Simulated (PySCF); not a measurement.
## Working out the ionisation energy of Ca(2+)

Ca(2+) [Ar] (1S) → Ca(3+) [Ne] 3s2 3p5 (2P). Calculation: PySCF 2.14, in x2c-SVPall (5s3p2d, 24 functions); scalar relativity by spin-free X2C-1e. Frozen: [Ne] 3s2. Energies in hartree (1 hartree = 27.21139 eV):

| part | Ca(2+) (lower) | Ca(3+) (upper) |
| --- | --- | --- |
| UHF | -678.915270 | -677.049394 |
| CCSD correlation | -0.093350 | -0.060396 |
| (T) | -0.000042 | -0.000022 |

Q: What does Hartree-Fock give?

A: (-677.049394) − (-678.915270) = 1.865876 hartree = 50.773 eV.

Q: What do CCSD and CCSD(T) give?

A: The CCSD correlation energies differ by 0.032954 hartree = 0.897 eV and the triples by 0.000020 hartree = 0.001 eV, so CCSD gives 51.670 eV and CCSD(T) 51.671 eV.

Reference: 50.913 eV (measured; NIST Atomic Spectra Database, ionization energies), between the lowest levels; spin-orbit coupling is absent from the calculation.

A double-zeta basis recovers only part of the correlation energy.

What remains against the reference includes basis incompleteness, the frozen core and higher excitations.
